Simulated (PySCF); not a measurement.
Sn(H)2(Br)(vinyl) (C₂H₅BrSn), SMILES C=[CH][SnH2][Br]. Atoms are numbered in the order given.

```xyz
9

Sn     0.1681     0.1570    -0.7478
Br    -1.3981    -0.2801     1.1721
C      2.1006     0.5403     0.0697
C      3.1349    -0.2785    -0.1613
H      0.2117    -1.2730    -1.6885
H     -0.5090     1.4919    -1.5772
H      2.2389     1.4295     0.6984
H      4.1303    -0.0814     0.2580
H      3.0450    -1.1841    -0.7744
```
Charge 0, spin multiplicity 1.

Coordinates come from a r2SCAN-D4/def2-SVP optimisation. The structure was generated by enumeration; whether it is a known compound was not checked. The def2 effective core potentials stand for the cores of Sn; spin–orbit coupling is left out. One conformer was computed; it need not be the lowest.

Method: TDDFT-PBE0/def2-SVPD in PySCF.

Vertical excitations. Gas-phase values at a fixed geometry.

Problem. Give excitation energies, oscillator strengths and character. (An estimate is asked for; the answer gives what the named calculation found.)

Solution. 
```tsv
state	energy (eV)	λ (nm)	f	main pairs
S1	5.33	232	0.021	HOMO→LUMO 95 %
S2	5.42	229	0.013	HOMO−1→LUMO 95 %
S3	6.19	200	0.015	HOMO→LUMO+1 45 %, HOMO−3→LUMO 39 %, HOMO−2→LUMO 7 %
S4	6.30	197	0.121	HOMO−2→LUMO 78 %, HOMO−2→LUMO+1 12 %
S5	6.53	190	0.006	HOMO−1→LUMO+1 92 %
S6	6.59	188	0.004	HOMO−3→LUMO 50 %, HOMO→LUMO+1 44 %
S7	7.00	177	0.010	HOMO→LUMO+2 82 %
S8	7.09	175	0.049	HOMO−2→LUMO+1 31 %, HOMO−1→LUMO+2 24 %, HOMO→LUMO+3 11 %, HOMO−2→LUMO+3 8 %
S9	7.11	174	0.026	HOMO−1→LUMO+2 65 %, HOMO−1→LUMO+3 12 %
S10	7.16	173	0.034	HOMO→LUMO+3 50 %, HOMO−1→LUMO+3 19 %, HOMO−4→LUMO 9 %
T1	4.18	297	0	HOMO−2→LUMO 54 %, HOMO−2→LUMO+1 27 %
T2	4.95	250	0	HOMO→LUMO 90 %
T3	5.03	246	0	HOMO−1→LUMO 88 %
T4	5.64	220	0	HOMO−3→LUMO 52 %, HOMO→LUMO+1 36 %
```
Triplets are in the Tamm–Dancoff approximation, which puts them higher than full response would, so one can lie above its singlet here.
